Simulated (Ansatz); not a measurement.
`C[SiH2]B(F)F` + `C=C[Si](N)(O)F` → `C=C[Si](N)(F)OC` + `FB(F)[SiH3]`  (substitution at a C–Si bond)

Program: Ansatz. Geometries: PBE0-D4/def2-TZVP. ΔE: electronic, gas phase. CBS: MP2 limit from def2 TZ/QZ plus the TZ coupled-cluster correction, frozen cores. DFT in def2-TZVPP. B3LYP here is the variant with VWN-RPA as its local correlation; programs differ in this. One conformer a species, not always the lowest.

```
          species  B3LYP energy (Eh)
   `C[SiH2]B(F)F`         -555.41932
 `C=C[Si](N)(O)F`         -599.45397
`C=C[Si](N)(F)OC`         -638.76508
    `FB(F)[SiH3]`         -516.07460
```

(1) Work out ΔE.

Largest T1 diagnostic among the species: 0.014.

## Answers

(1) ΔE = (-638.76508) + (-516.07460) − (-555.41932) − (-599.45397) = 0.03361 Eh = +88.2 kJ/mol. CCSD(T)/CBS gives +97.1 kJ/mol.

In def2-TZVPP, CCSD(T) changes the Hartree–Fock value by +12.3 kJ/mol (the triples alone add +0.9 kJ/mol) and MP2 by +19.5 kJ/mol.
